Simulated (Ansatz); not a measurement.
A nudged elastic band was laid between two geometries of AlClFGeH₅O (10 atoms, charge 0, multiplicity 1).

These are results of RKS B3LYP-D4/def2-SVP (Ansatz), not measurements.

```json
{
  "movable images": "9",
  "climbing image": "yes",
  "spring": "5.0 eV/Å²",
  "optimiser": "quadratic models (default)",
  "start path": "through a guess of the saddle point",
  "force threshold": "0.03 eV/Å",
  "iteration limit": "60",
  "end points": "relaxed"
}
```

First end point:

```xyz
10
Properties=species:S:1:pos:R:3
Ge -0.171 0.201 0.387
Cl 0.589 0.762 2.377
H 0.725 -0.939 -0.075
H -0.343 1.514 -0.361
F -1.484 -0.582 -1.364
O -1.814 -0.439 1.021
Al -2.877 -1.111 -0.435
H -2.970 -2.685 -0.287
H -4.140 -0.173 -0.606
H -1.930 -0.392 1.981
```

Last end point:

```xyz
10
Properties=species:S:1:pos:R:3
Ge -0.173 -0.117 -0.423
Cl -0.723 0.870 2.998
H 0.848 -1.144 0.079
H 0.194 1.366 -0.352
F -0.501 -0.493 -2.100
O -1.745 -0.367 0.376
Al -3.223 -1.216 0.081
H -3.266 -2.329 -1.034
H -4.417 -0.809 1.026
H -1.410 0.393 1.984
```

Task: Which bonds break or form, and what moves?

Result: Bonds broken: Ge1–Cl2, F5–Al7, O6–H10. Bonds formed: Ge1–F5, Cl2–H10. AlClFGeH5O becomes AlFGeH4O + ClH.

Task: What energy profile does the band end with?

Result: The run converged. The highest image is number 7 of 0 to 10, 152.8 kJ/mol above the first end and 2.4 kJ/mol above the last; the last end lies 150.4 kJ/mol above the first. A vibrational analysis at the climbing image gives one clearly imaginary mode, 78i cm⁻¹: a first-order saddle point. The orbitals stay closed-shell, which can raise the energy where a bond breaks towards radicals; this wasn't checked here.

```json
{"image": "0", "path coordinate (Å)": "0.00", "energy (kJ/mol)": "0.0", "Ge1–Cl2 (Å)": "2.20", "F5–Al7 (Å)": "1.76", "O6–H10 (Å)": "0.97"}
{"image": "1", "path coordinate (Å)": "0.43", "energy (kJ/mol)": "11.8", "Ge1–Cl2 (Å)": "2.26", "F5–Al7 (Å)": "1.78", "O6–H10 (Å)": "0.97"}
{"image": "2", "path coordinate (Å)": "0.86", "energy (kJ/mol)": "64.1", "Ge1–Cl2 (Å)": "2.47", "F5–Al7 (Å)": "1.83", "O6–H10 (Å)": "1.04"}
{"image": "3", "path coordinate (Å)": "1.29", "energy (kJ/mol)": "123.1", "Ge1–Cl2 (Å)": "2.76", "F5–Al7 (Å)": "1.90", "O6–H10 (Å)": "1.35"}
{"image": "4", "path coordinate (Å)": "1.71", "energy (kJ/mol)": "124.9", "Ge1–Cl2 (Å)": "3.14", "F5–Al7 (Å)": "1.97", "O6–H10 (Å)": "1.68"}
{"image": "5", "path coordinate (Å)": "2.14", "energy (kJ/mol)": "136.9", "Ge1–Cl2 (Å)": "3.37", "F5–Al7 (Å)": "2.20", "O6–H10 (Å)": "1.69"}
{"image": "6", "path coordinate (Å)": "2.57", "energy (kJ/mol)": "150.5", "Ge1–Cl2 (Å)": "3.45", "F5–Al7 (Å)": "2.66", "O6–H10 (Å)": "1.74"}
{"image": "7", "path coordinate (Å)": "3.00", "energy (kJ/mol)": "152.8", "Ge1–Cl2 (Å)": "3.50", "F5–Al7 (Å)": "3.06", "O6–H10 (Å)": "1.79"}
{"image": "8", "path coordinate (Å)": "3.52", "energy (kJ/mol)": "151.8", "Ge1–Cl2 (Å)": "3.53", "F5–Al7 (Å)": "3.34", "O6–H10 (Å)": "1.81"}
{"image": "9", "path coordinate (Å)": "4.04", "energy (kJ/mol)": "150.8", "Ge1–Cl2 (Å)": "3.56", "F5–Al7 (Å)": "3.50", "O6–H10 (Å)": "1.81"}
{"image": "10", "path coordinate (Å)": "4.57", "energy (kJ/mol)": "150.4", "Ge1–Cl2 (Å)": "3.60", "F5–Al7 (Å)": "3.56", "O6–H10 (Å)": "1.81"}
```

Task: What is the geometry of the highest image?

Result: 
```xyz
10
Properties=species:S:1:pos:R:3
Ge -0.296 -0.037 -0.362
Cl -0.354 0.686 3.057
H 0.834 -1.027 -0.065
H 0.024 1.459 -0.354
F -0.934 -0.431 -1.959
O -1.759 -0.381 0.587
Al -3.168 -1.208 -0.022
H -3.004 -2.702 -0.498
H -4.533 -0.426 0.063
H -1.226 0.224 2.188
```

The run took 9.8 min on 4 threads of Arm Neoverse V1, on a shared host, peak memory 0.36 GiB.
